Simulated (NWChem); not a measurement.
Species: GeH$_{2}$ cation, doublet; SMILES of the neutral closed-shell parent [GeH2]

```xyz
3

Ge     0.0000     0.0000     0.0464
H      1.3603     0.0000    -0.7430
H     -1.3603     0.0000    -0.7430
```
Atoms are numbered in this order, from 1.

Program: NWChem. Spin-unrestricted. In the optimisation the excess spin sits in a1 (C2v, its own frame). Coordinates come from a B3LYP/6-31G* (spherical d), spin-unrestricted optimisation. The spin multiplicity was typed, not searched, and may not be the lowest. No stability test was run on the SCF state. Vertical excitations in the gas phase. Excited states of an open shell can be spin-contaminated.

Question: Predict the results for PBE/aug-cc-pVDZ, TDA. Quantities: lowest excitation (eV); oscillator strength of that lowest state; lowest empty minus highest occupied level, either spin (eV).

Answer: 
```json
{
 "lowest excitation (eV)": "2.04",
 "oscillator_strength_of_that_lowest_state": "0.004",
 "lowest empty minus highest occupied level, either spin (eV)": "1.49"
}
```
